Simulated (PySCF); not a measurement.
**Ti²⁺: excitation energy**

Ti²⁺ [Ar] 3d2 (3F) → Ti²⁺ [Ar] 3d1 4p1 (high-spin determinant), as a difference of total energies. Computed with PySCF 2.14 in aug-cc-pVTZ-DK, with the spin-free X2C one-electron Hamiltonian (Gaussian nucleus). Correlated levels: valence: [Ar] frozen. The calculations carry no spin-orbit coupling.

```
           method  excitation energy (eV)
              UHF                   9.194
              LDA                   9.434
              PBE                   9.365
             PBE0                   9.479
           r2SCAN                   9.676
            M06-L                   9.826
          LC-wPBE                   9.811
          r2SCANh                   9.690
            wB97X                   9.748
    MP2 (valence)                   9.262
SCS-MP2 (valence)                   9.216
```

Q: How much does correlation contribute at MP2 (valence)?

A: 9.262 − (9.194) = 0.068 eV, measured against UHF.

A first-order spin-orbit estimate (lowest level to lowest level, LS coupling) adds -0.016 eV.

The determinant of the upper state mixes LS terms, which raises its energy above the lowest term, most at the Hartree-Fock and MP2 levels.
